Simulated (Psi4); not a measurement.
HFGe, singlet, geometry from GFN2-xTB, atoms displaced at random by about 0.08 Å a coordinate; TPSS/cc-pVDZ, gradient in Psi4.

Here is a job for Psi4.
```
memory 2 GB

molecule mol {
0 1
Ge   -0.177267   -0.393621    0.263004
H    -0.923684   -1.163483   -0.834490
F     0.442608    0.777359   -1.139201
symmetry c1
no_reorient
no_com
}

set {
  basis cc-pvdz
  reference rks
}

gradient('tpss')
print_variables()
```

Write the output that Psi4 gives for this input, abridged.


```
gradient() will perform analytic gradient computation.

   => Loading Basis Set <=

    Name: CC-PVDZ
    Role: ORBITAL
    Keyword: BASIS

         ---------------------------------------------------------
                                   SCF
               by Justin Turney, Rob Parrish, Andy Simmonett
                          and Daniel G. A. Smith
                              RKS Reference
         ---------------------------------------------------------

  ==> Geometry <==

    Molecular point group: c1
    Full point group: C1

    Geometry (in Angstrom), charge = 0, multiplicity = 1:

       Center              X                  Y                   Z               Mass
    ------------   -----------------  -----------------  -----------------  -----------------
         GE          -0.177267000000    -0.393621000000     0.263004000000    73.921177761000
         H           -0.923684000000    -1.163483000000    -0.834490000000     1.007825032230
         F            0.442608000000     0.777359000000    -1.139201000000    18.998403162730

  Running in c1 symmetry.

  Rotational constants: A =      3.82402  B =      0.29365  C =      0.27397 [cm^-1]
  Rotational constants: A = 114641.36211  B =   8803.55094  C =   8213.28571 [MHz]
  Nuclear repulsion =   92.026502406023013

  Charge       = 0
  Multiplicity = 1
  Electrons    = 42
  Nalpha       = 21
  Nbeta        = 21

  ==> Algorithm <==

  SCF Algorithm Type is DF.
  DIIS enabled.
  MOM disabled.
  Fractional occupation disabled.
  Guess Type is SAD.
  Energy threshold   = 1.00e-08
  Density threshold  = 1.00e-08
  Integral threshold = 1.00e-12

  ==> Primary Basis <==

  Basis Set: CC-PVDZ
    Blend: CC-PVDZ
    Number of shells: 20
    Number of basis functions: 46
    Number of Cartesian functions: 49
    Spherical Harmonics?: true
    Max angular momentum: 2

  ==> DFT Potential <==

   => LibXC <=

    Version 7.1.2
    S. Lehtola, C. Steigemann, M. J. T. Oliveira, and M. A. L. Marques,  SoftwareX 7, 1–5 (2018) (10.1016/j.softx.2017.11.002)

   => Composite Functional: TPSS <=

    TPSS Meta-GGA XC Functional

    J. Tao, et al., Phys. Rev. Lett., 91, 146401, 2003

    Deriv               =              1
    GGA                 =           TRUE
    Meta                =           TRUE

    Exchange Hybrid     =          FALSE
    MP2 Hybrid          =          FALSE

   => Exchange Functionals <=

    1.0000   XC_MGGA_X_TPSS

   => Correlation Functionals <=

[...]
  @DF-RKS Final Energy: -2177.38801064758445
    Total Energy =                      -2177.3880106475844514
[...]
    Max angular momentum: 2

  ==> DFJKGrad: Density-Fitted SCF Gradients <==

    Gradient:                    1
    J tasked:                  Yes
    K tasked:                   No
    wK tasked:                  No
    Integrals threads:           1
    Schwarz Cutoff:          1E-12
    Fitting Condition:       1E-10

   => Auxiliary Basis Set <=

  Basis Set: (CC-PVDZ AUX)
    Blend: CC-PVDZ-JKFIT
    Number of shells: 80
    Number of basis functions: 264
    Number of Cartesian functions: 315
    Spherical Harmonics?: true
    Max angular momentum: 3

  ==> DFT Potential <==

   => LibXC <=

    Version 7.1.2
    S. Lehtola, C. Steigemann, M. J. T. Oliveira, and M. A. L. Marques,  SoftwareX 7, 1–5 (2018) (10.1016/j.softx.2017.11.002)

   => Composite Functional: TPSS <=

    TPSS Meta-GGA XC Functional

    J. Tao, et al., Phys. Rev. Lett., 91, 146401, 2003

    Deriv               =              1
    GGA                 =           TRUE
    Meta                =           TRUE

    Exchange Hybrid     =          FALSE
    MP2 Hybrid          =          FALSE

   => Exchange Functionals <=

    1.0000   XC_MGGA_X_TPSS

   => Correlation Functionals <=

    1.0000   XC_MGGA_C_TPSS

   => LibXC Density Thresholds  <==

    XC_MGGA_C_TPSS:  1.00E-15
    XC_MGGA_X_TPSS:  1.00E-15

   => Molecular Quadrature <=

    Radial Scheme          =       TREUTLER
    Pruning Scheme         =           NONE
    Nuclear Scheme         =       TREUTLER

    Blocking Scheme        =         OCTREE
    BS radius alpha        =              1
    Pruning alpha          =              1
    Radial Points          =             75
    Spherical Points       =            302
    Total Points           =          64995
    Total Blocks           =            543
    Max Points             =            254
    Max Functions          =             46
    Weights Tolerance      =       1.00E-15

  -Total Gradient:
     Atom            X                  Y                   Z
    ------   -----------------  -----------------  -----------------
       1       -0.025305636286    -0.040346770296     0.024790718201
       2        0.013906611426     0.016372824862     0.011615744922
       3        0.011364218915     0.023926211371    -0.036406135496

  Variable Map:
  ----------------------------------------------------------------------------
[...]
  Array Variable Map:
  ----------------------------------------------------------------------------
[...]
[...]
```
